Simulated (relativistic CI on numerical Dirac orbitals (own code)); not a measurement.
Lu+: resonant inelastic scattering at the O2,3 edge

Computed with this model: Dirac-Coulomb-Breit CI, KLI orbitals optimised for each configuration, model QED, valence Slater integrals scaled by 0.9, Kramers-Heisenberg scattering through one core-hole configuration in a parametric crystal field; configurations [Xe] 4f14 5d2 → [Kr] 4d10 4f14 5s2 5p5 5d3; 80 K; core-hole width 1.5 eV; summed over polarisations. Incident energies are the highest absorption maxima for each field (at most a few, so the weaker spin-orbit partner edge can be absent), on the computed scale of the free ion. Intensities are in per cent of the strongest line above 0.02 eV; levels within 1 cm⁻¹ are merged; final levels count from the ground level, the first row holds all elastic scattering, lines under 0.4 are left out and each table stops after 24 rows. The scale of the Slater integrals is a model choice and moves the terms in proportion. The configuration is assumed, with all valence electrons in the open shell; the free ion's ground configuration is another.

Field parameters in Wybourne normalisation: Td as Oh with Dq negative (B⁴₀ = 21Dq, B⁴₄ = √(5/14) B⁴₀). The field is a parameter set, without covalency.

S is read from ⟨S²⟩ = S(S + 1).

Td, 10Dq = -1800 cm⁻¹:

```csv
Final level (eV),Degeneracy,Irrep,S,30.6 eV,31.2 eV,38.6 eV
0.000,3,T2,1.00,302.6,265.9,310.5
0.197,2,E,0.98,6.6,6.1,48.5
0.232,1,A2,1.00,2.9,2.5,6.9
0.255,3,T2,1.00,6.1,9.4,100.0
0.263,3,T1,1.00,27.0,24.3,77.1
0.413,3,T2,1.00,4.8,8.2,37.2
0.454,2,E,1.00,5.4,9.2,27.7
0.500,3,T1,1.00,2.3,4.8,10.7
0.529,1,A1,0.99,0.0,0.6,9.0
0.838,2,E,0.13,4.0,8.0,19.4
0.992,3,T2,0.33,7.6,13.6,31.6
1.084,1,A1,1.00,3.7,4.3,37.3
1.114,3,T1,1.00,8.9,10.5,29.6
1.190,2,E,0.96,0.9,0.5,12.5
1.222,3,T2,0.85,5.3,8.8,10.1
1.277,1,A1,0.02,1.5,2.2,3.5
1.348,3,T1,0.01,3.2,4.3,5.2
1.474,2,E,0.03,0.9,1.0,2.6
1.504,3,T2,0.02,1.2,2.4,9.2
3.028,1,A1,0.01,0.2,0.8,1.6
```

Td, 10Dq = -4050 cm⁻¹:

| Final level (eV) | Degeneracy | Irrep | S | 30.5 eV | 36.2 eV | 38.6 eV |
| --- | --- | --- | --- | --- | --- | --- |
| 0.000 | 3 | T2 | 1.00 | 205.5 | 112.6 | 249.5 |
| 0.479 | 2 | E | 0.96 | 3.2 | 21.0 | 33.9 |
| 0.488 | 1 | A2 | 1.00 | 2.5 | 5.6 | 11.6 |
| 0.509 | 3 | T2 | 1.00 | 5.3 | 17.3 | 100.0 |
| 0.528 | 3 | T1 | 1.00 | 13.3 | 22.5 | 50.8 |
| 0.817 | 2 | E | 0.74 | 5.2 | 7.4 | 9.4 |
| 0.824 | 3 | T2 | 1.00 | 3.1 | 23.8 | 26.4 |
| 0.897 | 2 | E | 0.54 | 0.5 | 8.7 | 17.2 |
| 0.905 | 3 | T1 | 1.00 | 1.7 | 3.2 | 13.1 |
| 0.927 | 1 | A1 | 0.98 | 0.3 | 4.9 | 12.5 |
| 1.294 | 3 | T2 | 0.23 | 3.3 | 16.5 | 18.9 |
| 1.385 | 1 | A1 | 0.05 | 1.1 | 2.6 | 1.4 |
| 1.472 | 1 | A1 | 1.00 | 1.2 | 5.3 | 7.0 |
| 1.489 | 3 | T1 | 0.98 | 2.7 | 5.4 | 14.0 |
| 1.543 | 2 | E | 0.99 | 0.6 | 4.6 | 9.6 |
| 1.573 | 3 | T2 | 0.90 | 1.3 | 7.3 | 9.2 |
| 1.608 | 3 | T1 | 0.07 | 2.3 | 8.7 | 4.0 |
| 1.979 | 2 | E | 0.02 | 0.4 | 0.8 | 2.7 |
| 2.003 | 3 | T2 | 0.02 | 0.8 | 2.8 | 11.6 |
| 3.437 | 1 | A1 | 0.01 | 0.0 | 2.0 | 0.5 |

Td, 10Dq = -6300 cm⁻¹:

```
Final level (eV)  Degeneracy  Irrep     S  30.5 eV  36.4 eV  38.5 eV
           0.000           3     T2  1.00    255.4    142.2    310.4
           0.720           2      E  0.74      3.4     25.4     45.2
           0.760           1     A2  1.00      3.1      7.5     14.4
           0.779           3     T2  1.00      5.5     22.0    100.0
           0.803           3     T1  1.00     11.6     24.4     56.1
           0.909           2      E  0.50      2.9      7.1      7.1
           1.212           3     T2  1.00      2.9     24.5     25.2
           1.234           2      E  0.98      2.5      8.6     12.5
           1.261           1     A1  0.90      0.9      9.9     14.4
           1.269           3     T1  1.00      2.0      5.7     17.1
           1.477           1     A1  0.23      0.8      1.4      0.1
           1.593           3     T2  0.12      3.5     15.8     20.4
           1.865           3     T1  0.20      3.2     13.8     10.7
           1.941           1     A1  1.00      0.8      3.9      2.7
           1.958           3     T1  0.92      0.9      3.1      8.8
           1.971           2      E  1.00      0.7      5.9     11.9
           1.990           3     T2  0.95      0.8     13.9     14.4
           2.518           2      E  0.01      0.3      0.9      3.8
           2.536           3     T2  0.01      0.7      3.6     12.5
           3.907           1     A1  0.01      0.0      1.8      0.4
```

For the first field the strongest loss at the lowest incident energy is the level at 0.26 eV (S = 1.00, against 1.00 in the thermal ground state). Levels of other spin, the first over 8 % at 0.84 eV, appear because spin-orbit coupling of the core hole, and in heavier ions of the valence shell too, mixes spins.
